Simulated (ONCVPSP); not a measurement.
**platinum (Pt): one change to an ONCV potential, before and after**

```
Element                 : Pt
Generator               : ONCVPSP 4.0.1
Type                    : optimised norm-conserving Vanderbilt (ONCV)
Functional              : PBEsol
Relativity              : scalar-relativistic
Frozen core             : [Kr] 4d10
Valence charge          : 32
Reference configuration : 4f14 5s2 5p6 5d8 (charge +2)
Partial waves           : 5s: rc 1.70 bohr, ncon 4, nbas 7, qcut 9 1/bohr, 3 projectors, debl 0.7 Ha; 5p: rc 1.65 bohr, ncon 4, nbas 8, qcut 6.7 1/bohr, 2 projectors, debl 2.9 Ha; 5d: rc 2.40 bohr, ncon 4, nbas 9, qcut 8 1/bohr, 3 projectors, debl 0.4 Ha; 4f: rc 0.50 bohr, ncon 4, nbas 7, qcut 24.8 1/bohr, local
Local potential         : the f channel
Core correction         : Teter function, fcfact 5.5, rcfact 1.2
```

In the s channel the program set the typed energies aside and used -4.514, 0.050, 0.750 Ha. In the d channel the program set the typed energies aside and used -0.952, 0.250, 0.650 Ha.

Change: s: qcut 8.5; p: qcut 6.4; d: qcut 7.6; f: qcut 23.5.

Cutoffs: the cutoffs (Ha) at which the residual kinetic energy of the hardest occupied pseudo-wave falls to 1 and 0.1 mHa per electron; they do not see the model core or the augmentation charge, which bear on the density cutoff. Errors are all-electron minus pseudo energies relative to the spin-unpolarised reference configuration.

**Question.** How do hardness, ghosts and transferability respond?

**Answer.** The potential gets neither clearly harder nor softer (798 Ha and 1069 Ha → 827 Ha and 1119 Ha); both files keep a bound ghost (d, p, s); of the 4 tests that both files solve, the error grows in 3 and shrinks in 0 by more than 15 % and 0.3 meV (median size 3.5 → 4.8 meV).

```csv
quantity,base,changed
"cutoff, loose",798 Ha,827 Ha
"cutoff, tight",1069 Ha,1119 Ha
loose cutoff by channel,"s 25 Ha, p 14 Ha, d 18 Ha, f 798 Ha","s 23 Ha, p 14 Ha, d 17 Ha, f 827 Ha"
bound ghosts,"s, p, d","s, p, d"
GHOST(+) flags under 300 eV,p at 165.5 eV,p at 156.0 eV
"error for 4f14 5s2 5p6 5d9 6s1, meV [ΔE -29.22 eV]",+4.5,+6.0
"error for 4f14 5s2 5p6 5d9, meV [ΔE -20.00 eV]",+3.0,+5.7
"error for 4f14 5s2 5p6 5d7, meV [ΔE 32.25 eV]",0.0,+1.0
"error for 4f14 5s2 5p6 5d8 6s1, meV [ΔE -18.02 eV]",+4.0,+3.9
s: phases at 1.72 bohr within 0.05 rad from the reference energy up to (Ha; the scan ends near 5),to the end of the scan,to the end of the scan
p: phases at 1.67 bohr within 0.05 rad from the reference energy up to (Ha; the scan ends near 5),to the end of the scan,to the end of the scan
d: phases at 2.44 bohr within 0.05 rad from the reference energy up to (Ha; the scan ends near 5),to the end of the scan,to the end of the scan
f: phases at 0.51 bohr within 0.05 rad from the reference energy up to (Ha; the scan ends near 5),to the end of the scan,to the end of the scan
"rms error of d²Exc/dni dnj with the model core, mHa",3.53,3.71
```

 A true bound ghost makes a file unfit for plane-wave use even where its test errors are small: the radial tests pick states by their node count and pass the ghost by.
